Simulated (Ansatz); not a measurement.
Ansatz (a first-principles code) input (CCSD(T)/aug-cc-pV(D+d)Z):
A basis named .json is the Basis Set Exchange file of that set.

Ansatz 0.2 input:
```yaml
crystal:
  periodic: [false, false, false]
  atoms:
    - {symbol: Si, position_ang: [0.02008128, -0.00260346, 0.01227512]}
    - {symbol: Cl, position_ang: [0.50461063, 1.61908240, -1.03253764]}
    - {symbol: Cl, position_ang: [-0.26440362, -1.64843819, -1.06934949]}
    - {symbol: Cl, position_ang: [-1.24178942, 0.23612778, 1.53114218]}
    - {symbol: O, position_ang: [1.58316996, -0.30185991, 0.91563288]}
    - {symbol: H, position_ang: [2.45539095, -0.20311425, 0.49338517]}
    - {symbol: H, position_ang: [1.62501235, -0.86068176, 1.71236410]}
basis:
  gaussian:
    orbitals: aug-cc-pV_D+d_Z.json
total_charge: 1
magnetization: {spin_polarized: false}
correlation: {method: ccsd_t, electrons: outside_noble_gas}
output: {forces: true}
```

End of the output:

```
cycle   6  -21.36171789 eV  change    1.5e-4 eV  update   2.5e-4
cycle   7  -21.36167349 eV  change    4.4e-5 eV  update   8.2e-5
cycle   8  -21.36167903 eV  change   -5.5e-6 eV  update   2.5e-5
cycle   9  -21.36168333 eV  change   -4.3e-6 eV  update   7.7e-6
perturbative correction -0.67177073 eV, -0.0246871191 hartree
the calculation of the forces begins
Total energy: -47462.69996277 eV, -1744.2220522582 hartree
Atom 0 at     0.020081    -0.002603     0.012275 Å, force    -0.170926     0.007967    -0.112139 eV/Å
Atom 1 at     0.504611     1.619082    -1.032538 Å, force     0.122230     0.318139    -0.199162 eV/Å
Atom 2 at    -0.264404    -1.648438    -1.069349 Å, force    -0.056902    -0.338595    -0.221414 eV/Å
Atom 3 at    -1.241789     0.236128     1.531142 Å, force    -0.230239     0.039023     0.318254 eV/Å
Atom 4 at     1.583170    -0.301860     0.915633 Å, force     0.219980     0.082885     0.194564 eV/Å
Atom 5 at     2.455391    -0.203114     0.493385 Å, force     0.069100    -0.045862    -0.006452 eV/Å
Atom 6 at     1.625012    -0.860682     1.712364 Å, force     0.046756    -0.063556     0.026349 eV/Å
Dipole moment:     1.022801    -0.287595     0.541600 e Å
```

It need not be the lowest isomer of its formula.
